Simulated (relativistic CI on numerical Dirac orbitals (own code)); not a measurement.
Main line and satellite in the 2p photoemission of Ni⁺: a two-state model

Problem. An octahedral Ni⁺ site (d9) has Δ = 4.2, V(eg) = 1.9, 10Dq = 1.05, 10Dq(ligand) = 0.7 and a core-hole attraction U_cd = 7.9 eV. Δ is defined between configuration averages. Find the d count, the distance of the satellite and its intensity.

Working.
1. The hole has eg symmetry. Its energy is −0.6 × 10Dq in d9 and Δ − 0.6 × 10Dq(ligand) in d10L, so the gap is Δ' = 4.41 eV.
2. Ground state cos θ |d9⟩ − sin θ |d10L⟩ with tan 2θ = 2V/Δ', θ = 20.4°: weights 0.879 and 0.121, n_d = 9.121.
3. The core hole pulls d10L down by U_cd: the gap becomes Δ' − U_cd = -3.49 eV, the hopping is V' = 1.90 eV, and tan 2θ' = 2V'/(Δ' − U_cd) gives θ' = 66.3°.
4. The two final states lie W = √[(Δ' − U_cd)² + 4V'²] = 5.16 eV apart. The lower, mostly d10L, is the main line.
5. In the sudden approximation the intensities are cos²(θ' − θ) and sin²(θ' − θ), so satellite/main = tan²(45.9°) = 1.07.

Check. The full cluster calculation (with spin-orbit coupling and 2p-3d multiplets, which spread the d9 satellite) gives n_d = 9.121; in its broadened 2p3/2 spectrum, cut halfway, the centroids lie 5.38 eV apart with an area ratio of 1.02.
